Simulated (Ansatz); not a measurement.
Abridged output of a molecular run in Ansatz:

```
Functional definition: HF
  name "HF"
  cite "Fock, Z. Phys. 61, 126 (1930) doi:10.1007/BF01340294"
  parent pbe
  exchange = exact_x
  correlation = 0
1293 factors; integrals over basis functions are off by at most 1.4e-3 eV
mean field evaluation 1: about -46130.0132 eV, gradient 7.8e1 eV
mean field evaluation 2: about -46130.2963 eV, gradient 7.8e1 eV
mean field evaluation 4: about -46143.3345 eV, gradient 9.1e0 eV
mean field evaluation 8: about -46143.5483 eV, gradient 1.2e0 eV
mean field evaluation 16: about -46143.5594 eV, gradient 2.1e-6 eV
mean field -46143.55944031 eV, -1695.7445322035 hartree, gradient 2.2e-6 eV, S^2 0.000000; 0 other end points of the search recorded, 0 dependent functions left out
18 core orbitals not correlated: weight in the atoms' cores, before any rotation towards them, 1.000 or more for the frozen orbitals, at most 0.000 for the correlated occupied ones
reference -46143.55944031 eV, -1695.7445322035 hartree; 28, 28 occupied and 91, 91 virtual orbitals, 1293 factors
second order -39.53269800 eV of doubles, -0.00000000 eV of singles
cycle   1  -36.00026934 eV  change     3.5e0 eV  update   3.7e-1
cycle   2  -38.13774477 eV  change    -2.1e0 eV  update   2.9e-1
cycle   3  -38.52908238 eV  change   -3.9e-1 eV  update   5.7e-2
cycle   4  -38.52358779 eV  change    5.5e-3 eV  update   2.8e-2
cycle   5  -38.50331639 eV  change    2.0e-2 eV  update   1.1e-2
cycle   6  -38.50198911 eV  change    1.3e-3 eV  update   4.7e-3
cycle   7  -38.50208871 eV  change   -1.0e-4 eV  update   3.0e-3
cycle   8  -38.50067993 eV  change    1.4e-3 eV  update   1.7e-3
cycle   9  -38.50131409 eV  change   -6.3e-4 eV  update   8.7e-4
cycle  10  -38.50267789 eV  change   -1.4e-3 eV  update   4.7e-4
cycle  11  -38.50245489 eV  change    2.2e-4 eV  update   2.1e-4
cycle  12  -38.50201996 eV  change    4.3e-4 eV  update   1.1e-4
cycle  13  -38.50221777 eV  change   -2.0e-4 eV  update   7.6e-5
cycle  14  -38.50207382 eV  change    1.4e-4 eV  update   4.5e-5
cycle  15  -38.50204683 eV  change    2.7e-5 eV  update   2.7e-5
perturbative correction -1.89033098 eV, -0.0694683824 hartree
Total energy: -46183.95181813 eV, -1697.2289247094 hartree
```

Its atoms:

Z-matrix (Å, degrees):
```
Mo
O 1 1.844
F 1 1.875 2 94.3
Cl 1 2.280 2 164.7 3 96.6
Cl 1 2.263 2 91.9 3 -172.5
O 1 1.846 2 95.3 3 -81.5
Cl 1 2.348 2 80.9 3 86.5
H 2 0.965 1 122.8 3 -93.1
H 6 0.966 1 121.2 2 91.7
```

Which basis set was used?
A. def2-SVPD
B. def2-QZVPP
C. def2-SVP
D. def2-TZVPPD

C. It gives 137 functions.

Write the keys of the input that set method, charge and spin (a neutral closed shell needs none for the last two).


```yaml
correlation: {method: ccsd_t}
```
